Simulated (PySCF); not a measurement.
## PySCF run on BBr⁺

Input:

```python
from pyscf import gto, scf, solvent

mol = gto.M(
    atom='B 0 0 0; Br 0 0 1.827',
    basis='6-31g*',
    charge=1,
    spin=1,
    symmetry=True,
    verbose=4,
)
mf = scf.UHF(mol)
mf = mf.density_fit(auxbasis='def2-universal-jkfit')
mf = solvent.PCM(mf)
mf.with_solvent.eps = 20.5
mf.kernel()
mf.analyze()
print('orbital energies (hartree):', [e[max(0, n-3):n+3].round(4) for e, n in zip(mf.mo_energy, mol.nelec)])
```

```bash
$ OMP_NUM_THREADS=1 python input.py
```

It prints (some set-up lines and the per-cycle HOMO/LUMO lines with their warnings removed):

```
PySCF version 2.14.0

[INPUT] verbose = 4
[INPUT] num. atoms = 2
[INPUT] num. electrons = 39
[INPUT] charge = 1
[INPUT] spin (= nelec alpha-beta = 2S) = 1
[INPUT] symmetry True subgroup None
[INPUT] Mole.unit = angstrom
[INPUT] Symbol           X                Y                Z      unit          X                Y                Z       unit  Magmom
[INPUT]  1 B      0.000000000000   0.000000000000   0.000000000000 AA    0.000000000000   0.000000000000   0.000000000000 Bohr   0.0
[INPUT]  2 Br     0.000000000000   0.000000000000   1.827000000000 AA    0.000000000000   0.000000000000   3.452529629580 Bohr   0.0

nuclear repulsion = 50.6874723103448
point group symmetry = Coov
symmetry origin: [0.         0.         3.02096343]
symmetry axis x: [1. 0. 0.]
symmetry axis y: [0. 1. 0.]
symmetry axis z: [0. 0. 1.]
num. orbitals of irrep A1 = 18
num. orbitals of irrep E1x = 10
num. orbitals of irrep E1y = 10
num. orbitals of irrep E2x = 4
num. orbitals of irrep E2y = 4
number of shells = 18
number of NR pGTOs = 122
number of NR cGTOs = 46
basis = 6-31g*
ecp = {}

******** <class 'pyscf.solvent._attach_solvent.PCMDFSymAdaptedUHF'> ********
method = PCMDFSymAdaptedUHF
initial guess = minao
damping factor = 0
level_shift factor = 0
DIIS = <class 'pyscf.scf.diis.CDIIS'>
diis_start_cycle = 1
diis_space = 8
diis_damp = 0
SCF conv_tol = 1e-09
SCF conv_tol_grad = None
SCF max_cycles = 50
direct_scf = False
number electrons alpha = 20  beta = 19
******** <class 'pyscf.solvent.pcm.PCM'> (In testing) ********

WARN: PCM is an experimental feature. It is still in testing.
Features and APIs may be changed in the future.

lebedev_order = 29 (302 grids per sphere)
eps = 20.5
frozen = False
Freeze 0 electrons in irreps []
    39 free electrons in irreps A1 E1x E1y E2x E2y
Set gradient conv threshold to 3.16228e-05
******** <class 'pyscf.df.df.DF'> ********
auxbasis = def2-universal-jkfit
PCM E_diel = -9.51774797483084e-05
Solvent Energy = -9.51774797483084e-05
init E= -2595.79028527253

PCM E_diel = -0.107744925592898
Solvent Energy = -0.107744925592898
cycle= 1 E= -2596.40643372056  delta_E= -0.616  |g|= 0.268  |ddm|= 1.09
PCM E_diel = -0.096693828614266
Solvent Energy = -0.096693828614266
cycle= 2 E= -2596.48414294476  delta_E= -0.0777  |g|= 0.104  |ddm|= 0.623
PCM E_diel = -0.0977908835235954
Solvent Energy = -0.0977908835235954
cycle= 3 E= -2596.49464904188  delta_E= -0.0105  |g|= 0.0428  |ddm|= 0.162
PCM E_diel = -0.0976303949985521
Solvent Energy = -0.0976303949985521
cycle= 4 E= -2596.49805947228  delta_E= -0.00341  |g|= 0.0209  |ddm|= 0.113
PCM E_diel = -0.0977155756688606
Solvent Energy = -0.0977155756688606
cycle= 5 E= -2596.49878821101  delta_E= -0.000729  |g|= 0.00926  |ddm|= 0.0473
PCM E_diel = -0.0977801378685269
Solvent Energy = -0.0977801378685269
cycle= 6 E= -2596.49902553902  delta_E= -0.000237  |g|= 0.00482  |ddm|= 0.0307
PCM E_diel = -0.0977964709948276
Solvent Energy = -0.0977964709948276
cycle= 7 E= -2596.49911480719  delta_E= -8.93e-05  |g|= 0.00194  |ddm|= 0.0237
PCM E_diel = -0.0977921098912425
Solvent Energy = -0.0977921098912425
cycle= 8 E= -2596.49913051559  delta_E= -1.57e-05  |g|= 0.000802  |ddm|= 0.00985
PCM E_diel = -0.0977824039918292
Solvent Energy = -0.0977824039918292
cycle= 9 E= -2596.4991337224  delta_E= -3.21e-06  |g|= 0.000361  |ddm|= 0.00426
PCM E_diel = -0.0977790677234952
Solvent Energy = -0.0977790677234952
cycle= 10 E= -2596.49913438001  delta_E= -6.58e-07  |g|= 0.000133  |ddm|= 0.00209
PCM E_diel = -0.0977785424469763
Solvent Energy = -0.0977785424469763
cycle= 11 E= -2596.49913445375  delta_E= -7.37e-08  |g|= 2.51e-05  |ddm|= 0.00082
PCM E_diel = -0.0977784032649765
Solvent Energy = -0.0977784032649765
cycle= 12 E= -2596.49913445516  delta_E= -1.41e-09  |g|= 5.26e-06  |ddm|= 0.000102
PCM E_diel = -0.0977784435088819
Solvent Energy = -0.0977784435088819
cycle= 13 E= -2596.4991344552  delta_E= -4.77e-11  |g|= 1.8e-06  |ddm|= 1.53e-05
PCM E_diel = -0.0977784279619733
Solvent Energy = -0.0977784279619733
Extra cycle  E= -2596.49913445521  delta_E= -8.64e-12  |g|= 9.39e-07  |ddm|= 3.78e-06
converged SCF energy = -2596.49913445521  <S^2> = 0.7632094  2S+1 = 2.0131661
**** SCF Summaries ****
Total Energy =                       -2596.499134455211788
Nuclear Repulsion Energy =              50.687472310344830
One-electron Energy =                -3703.079054488007387
Two-electron Energy =                 1055.990226150413264
Two-electron Coulomb Energy =         1149.176479175353279
DFT Exchange-Correlation Energy =      -93.186253024940015
**** MO energy ****
[13 lines left out]
alpha MO #14 (E2x #1), energy= -3.29955962875219 occ= 1
alpha MO #15 (E2y #1), energy= -3.29955962875219 occ= 1
alpha MO #16 (A1 #8), energy= -1.15501987039323 occ= 1
alpha MO #17 (A1 #9), energy= -0.739264457128221 occ= 1
alpha MO #18 (A1 #10), energy= -0.580877994734847 occ= 1
alpha MO #19 (E1x #4), energy= -0.533966538585368 occ= 1
alpha MO #20 (E1y #4), energy= -0.533966538585368 occ= 1
alpha MO #21 (E1x #5), energy= -0.0440140249419132 occ= 0
alpha MO #22 (E1y #5), energy= -0.0440140249419132 occ= 0
alpha MO #23 (A1 #11), energy= 0.145798604055207 occ= 0
[23 lines left out]
[12 lines left out]
beta  MO #13 (E1y #3), energy= -3.3071304763372 occ= 1
beta  MO #14 (E2x #1), energy= -3.30038021917079 occ= 1
beta  MO #15 (E2y #1), energy= -3.30038021917079 occ= 1
beta  MO #16 (A1 #8), energy= -1.14422629164901 occ= 1
beta  MO #17 (A1 #9), energy= -0.688322535150316 occ= 1
beta  MO #18 (E1x #4), energy= -0.537510726495812 occ= 1
beta  MO #19 (E1y #4), energy= -0.537510726495812 occ= 1
beta  MO #20 (A1 #10), energy= -0.0772250824691056 occ= 0
beta  MO #21 (E1x #5), energy= 0.0144640322147449 occ= 0
beta  MO #22 (E1y #5), energy= 0.0144640322147449 occ= 0
[24 lines left out]
 ** Mulliken pop alpha/beta on meta-lowdin orthogonal AOs **
 ** Mulliken pop       alpha | beta **
pop of  0 B 1s        0.99999 | 0.99991
pop of  0 B 2s        0.80411 | 0.32581
pop of  0 B 3s        0.00621 | 0.00342
pop of  0 B 2px       0.13702 | 0.09207
pop of  0 B 2py       0.13702 | 0.09207
pop of  0 B 2pz       0.58264 | 0.15371
pop of  0 B 3px       0.00083 | 0.00071
pop of  0 B 3py       0.00083 | 0.00071
pop of  0 B 3pz       0.01186 | 0.00583
pop of  0 B 3dxy      0.00000 | 0.00000
pop of  0 B 3dyz      0.00130 | 0.00152
pop of  0 B 3dz^2     0.00313 | 0.00273
[34 lines left out]
In total            20.00000 | 19.00000
 ** Mulliken atomic charges   ( Nelec_alpha | Nelec_beta ) **
charge of  0B =      0.63378  (     2.68621      1.68000 )
charge of  1Br =      0.36622  (    17.31379     17.32000 )

WARN: System has nonzero charge 1; the dipole moment is origin-dependent.
Location of origin: [0. 0. 0.]

Dipole moment(X, Y, Z, Debye):  0.00000,  0.00000,  2.86443
orbital energies (hartree): [array([-0.5809, -0.534 , -0.534 , -0.044 , -0.044 ,  0.1458]), array([-0.6883, -0.5375, -0.5375, -0.0772,  0.0145,  0.0145])]
```

In short: E(SCF) = -2596.499134 Eh, 13 cycles, ⟨S²⟩ = 0.763.

It ran on AMD EPYC 9R45 (1 thread, shared host) in 1.8 s.

The bond length is a typed value, not an optimised one. The dipole of an ion depends on the origin. No search for the lowest solution was made.
